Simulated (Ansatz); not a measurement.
Reaction (cleavage of the Si–Al bond): `C[SiH2][Al]([CH3])[OH]` + `N[SiH3]` → `C[SiH2]N[SiH3]` + `[CH3][AlH][OH]`

Calculated with Ansatz (gas phase, PBE0-D4/def2-TZVP geometries, no zero-point term in ΔE). CCSD(T)/CBS adds triple-zeta CCSD(T) − MP2 to the extrapolated MP2 energy (def2 sets, frozen cores). This one scheme is used for every species. DFT in def2-TZVPP. One conformer a species, not always the lowest.

CCSD(T)/CBS gives -61.8 kJ/mol.

Q: Another level gave -60.4 kJ/mol. Which?
A. r2SCAN-D4/def2-TZVPP
B. PBE0-D4/def2-TZVPP
C. HF/def2-TZVPP
D. ωB97X-V/def2-TZVPP

A: D. ωB97X-V -60.4, HF/def2-TZVPP -76.3, PBE0-D4 -47.6, r2SCAN-D4 -55.8 kJ/mol.

Largest T1 diagnostic among the species: 0.012.

Leaving LDA and LC-ωPBE aside and taking each functional with its dispersion term where it has one, the values, not all of them listed here, spread over 28.4 kJ/mol, from BHLYP-D4 to PBE-D4. LDA lies −7.8 kJ/mol from PBE without D4. From BLYP to BHLYP (50 % exact exchange), in def2-TZVPP and without D4, ΔE moves by −15.6 kJ/mol.
